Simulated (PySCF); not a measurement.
[GeS2]-, doublet: data card

These are results of UB3LYP/[Ge def2-SVPD, S def2-SVPD], no relativity, density fitting, PySCF, not measurements.

The structure is a minimum.

```xyz
3
charge -1 multiplicity 2, angstrom
Ge    0.0000    0.0000   -0.4133
S     1.9497    0.0000    0.4778
S    -1.9497    0.0000    0.4778
```

```json
{
  "Point group": "C2v",
  "Bond lengths": "Ge–S 2.144 Å (×2)",
  "Bond angles": "S–Ge–S 130.9°",
  "Principal quadrupole moments (Buckingham, traceless) about the centre of mass": "-20.44, 8.41, 12.03 D Å",
  "Heat capacity Cp at 298.15 K": "53.1 J/(mol K)",
  "Zero-point energy": "5.9 kJ/mol",
  "Lowest empty level (β)": "0.92 eV",
  "Enthalpy at 298.15 K above 0 K": "13.15 kJ/mol",
  "Spin squared ⟨S²⟩": "0.755",
  "Principal polarisabilities": "74.5, 89.0, 158.6 bohr³",
  "Rotational symmetry number": "2",
  "Rotational constants": "0.6193, 0.06935, 0.06237 cm⁻¹",
  "Entropy at 298.15 K and 1 bar (electronic part: spin only)": "297.6 J/(mol K)",
  "Dipole moment about the centre of mass": "1.90 D",
  "Highest occupied level (α)": "-1.09 eV"
}
```

Harmonic modes (masses in u: Ge 73.921, S 31.972):
| symmetry | ω (cm⁻¹) | IR (km/mol) |
| --- | --- | --- |
| a1 | 143 | 4.3 |
| a1 | 398 | 7.1 |
| b2 | 451 | 145 |

In C2v the vibrations span 2a1 + b2. Here b1 is antisymmetric to the molecular plane and b2 lies in it.

Charges (e); Mulliken and Löwdin values are unreliable with diffuse functions:
```tsv
atom	Mulliken	Löwdin	polar tensor	spin (Mulliken)	Mayer order to Ge1
Ge1	0.44	-0.13	0.54	0.46	–
S2,3	-0.72	-0.44	-0.77	0.27	1.50
```

Mulliken populations on Ge1: s 7.62, p 13.72, d 10.22.

Only a few start shapes were tried, so a lower isomer may exist. The lowest empty level of this anion is unbound, so it and the gap depend on the basis.

The final relaxation and frequency run took 33 s on 2 threads of a shared Arm Neoverse V2 host, with 92 basis functions and 7 gradients; the process peaked at 0.87 GiB. Launch command: `OMP_NUM_THREADS=2 python axn.py task.json out`.
